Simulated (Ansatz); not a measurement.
Ansatz results at the PBE0-D4/def2-TZVP geometry: HOMO–LUMO gap (PBE0/def2-TZVPP) 4.22 eV; size of the dipole moment (ωB97M-V/def2-TZVPP) 3.28 D; LUMO energy (B3LYP/def2-TZVPP) -3.69 eV.

(1) Which molecule gave them?
A. `CC#[N+][Au-][Cl]`
B. `[OH2+][Au-][N]([SiH3])[SiH3]`
C. `[NH3+][Au-][SH]`
D. `[OH][Au]`

## Answers

(1) D. The others give `CC#[N+][Au-][Cl]`: 6.11, 11.14, -1.09; `[OH2+][Au-][N]([SiH3])[SiH3]`: 4.87, 7.65, -1.74; `[NH3+][Au-][SH]`: 4.93, 8.08, -1.05.

B3LYP here is the variant with VWN-RPA as its local correlation; programs differ in this.
